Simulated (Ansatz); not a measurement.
A nudged elastic band was laid between two geometries of BBrF2 + H2 (6 atoms, charge 0, multiplicity 1).

Level of theory: RKS B3LYP/def2-mTZVP (Ansatz 0.2.0).

```
movable images  : 3
climbing image  : yes
spring          : 5.0 eV/Å²
optimiser       : quadratic models (default)
start path      : through a guess of the saddle point
force threshold : 0.05 eV/Å
iteration limit : 60
end points      : relaxed
```

Initial state:

```xyz
6
Properties=species:S:1:pos:R:3
B -1.395 -0.489 -0.123
Br -1.893 1.158 -0.964
F -0.976 -1.505 -0.846
F -1.466 -0.617 1.184
H 2.766 1.045 0.211
H 2.964 0.409 0.538
```

Final state:

```xyz
6
Properties=species:S:1:pos:R:3
B -0.314 -1.157 0.430
Br 0.012 2.230 -0.973
F -0.731 -1.677 -0.709
F -1.220 -0.790 1.318
H 1.411 2.445 -0.728
H 0.842 -1.050 0.662
```

Question: What changes between the two ends?

Answer: Bonds broken: B1–Br2, H5–H6. Bonds formed: B1–H6, Br2–H5. BBrF2 + H2 becomes BF2H + BrH.

Question: Give the energies along the band, and the barrier.

Answer: It converged. The highest image is number 2 of 0 to 4, 169.1 kJ/mol above the first end and 131.8 kJ/mol above the last; the last end lies 37.3 kJ/mol above the first. Neighbouring images differ by up to 1.7 eV, so the band resolves the path poorly. Another band between the same ends (5 images) ends at a top of the same energy, where a vibrational analysis finds 1 clearly imaginary mode. So few images can step over the top or miss a turn of the path. The orbitals stay closed-shell, which can raise the energy where a bond breaks towards radicals; this wasn't checked here.

| image | path coordinate (Å) | energy (kJ/mol) | B1–Br2 (Å) | H5–H6 (Å) | B1–H6 (Å) |
| --- | --- | --- | --- | --- | --- |
| 0 | 0.00 | 0.0 | 1.92 | 0.74 | 4.50 |
| 1 | 1.82 | 1.7 | 1.92 | 0.74 | 2.92 |
| 2 | 3.64 | 169.1 | 2.32 | 1.01 | 1.32 |
| 3 | 4.94 | 45.6 | 3.28 | 2.27 | 1.19 |
| 4 | 6.24 | 37.3 | 3.68 | 3.80 | 1.18 |

Question: What is the geometry of the highest image?

Answer: 
```xyz
6
Properties=species:S:1:pos:R:3
B -0.144 -0.419 0.149
Br -0.671 1.598 -0.861
F -0.249 -1.381 -0.756
F -0.751 -0.471 1.325
H 0.696 0.734 -0.153
H 1.120 -0.061 0.297
```

The band took 34 iterations and of the order of 6 core-minutes.

Time of the run: 3.1 min on 2 threads of Intel(R) Xeon(R) Platinum 8488C (Sapphire Rapids), with other jobs on the host, peak memory 0.21 GiB.
